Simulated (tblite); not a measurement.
Compound: C2H12NSi3 (doublet state).
Structure used (GFN2-xTB), in Å, numbered top down from 1:
```
atom  x, y, z in Å
C1    -2.5289    1.1173   -0.1509
N2    -1.3565    0.3235   -0.4176
Si3   -1.1128   -1.2706    0.1613
Si4    1.0565   -1.7815   -0.5081
C5     2.1964   -0.4468    0.0301
Si6    2.3187    1.2674   -0.6769
H7    -3.3158    0.9691   -0.8990
H8    -2.9284    0.8351    0.8203
H9    -2.2695    2.1776   -0.1281
H10   -0.8837    0.6217   -1.2563
H11   -2.1105   -2.2496   -0.3233
H12   -1.3249   -1.1991    1.6137
H13    1.4285   -3.0813    0.0688
H14    1.0876   -1.9341   -1.9716
H15    2.6772   -0.5856    0.9912
H16    3.6767    1.7959   -0.4967
H17    1.9908    1.2397   -2.1083
H18    1.3900    2.2079   -0.0249
```

Computed geometry: GFN2-xTB, gas phase. This method treats the open shell by occupation alone, without spin polarisation.

Masses are those of the commonest isotopes; rigid-rotor values at the optimised geometry. The values belong to one conformer with, in the numbering `[CH3:1][NH:2][SiH2:3][SiH2:4][CH:5][SiH3:6]`, C1–N2–Si3–Si4 -175°, N2–Si3–Si4–C5 52°, Si3–Si4–C5–Si6 -72°.

**Question.** What are A, B and C (cm⁻¹)?

**Answer.** Ia = 242.82, Ib = 456.46, Ic = 658.03 u·Å²; 505379 MHz·u·Å²/I gives 2081, 1107 and 768.0 MHz, that is A = 0.06942, B = 0.03693, C = 0.02562 cm⁻¹.

**Question.** Classify the top.

**Answer.** An asymmetric top. Ray's parameter κ = (2B − A − C)/(A − C) = -0.483; −1 is the prolate and +1 the oblate limit.

**Question.** What does the inertial defect say?

**Answer.** Not planar: Δ = Ic − Ia − Ib = -41.25 u·Å². For a rigid frame Δ = −2 Σ m c², so Σ m c² = 20.63 u·Å² lies off the ab plane: 13.44 from hydrogen and 7.19 from heavier atoms. The atom farthest from that plane is 1.74 Å away.

**Question.** Give the other two planar moments, Paa and Pbb, and the rms extents of the mass along the axes.

**Answer.** Paa = Σ m a² = (Ib + Ic − Ia)/2 = 435.83 and Pbb = Σ m b² = (Ia + Ic − Ib)/2 = 222.20 u·Å². With the mass M = 134.03 u, the rms extents √(P/M) along a, b and c are 1.80, 1.29, 0.39 Å.

**Question.** Where do the levels up to J = 3 lie, in K?

**Answer.** Above 0(0,0), as E/k:
J = 1: 1(0,1) 0.090, 1(1,1) 0.137, 1(1,0) 0.153
J = 2: 2(0,2) 0.266, 2(1,2) 0.300, 2(1,1) 0.349, 2(2,1) 0.490, 2(2,0) 0.493
J = 3: 3(0,3) 0.523, 3(1,3) 0.544, 3(1,2) 0.641, 3(2,2) 0.760, 3(2,1) 0.776, 3(3,1) 1.036, 3(3,0) 1.036
Those of J = 1 are B + C, A + C and A + B.

For this open shell read J as N, the rotation without spin; fine and hyperfine splittings come on top. Its GFN2-xTB frequencies are all real (lowest 26 cm⁻¹). These are rigid-rotor constants of the computed structure; measured ground-state constants (B0) also hold zero-point vibration.
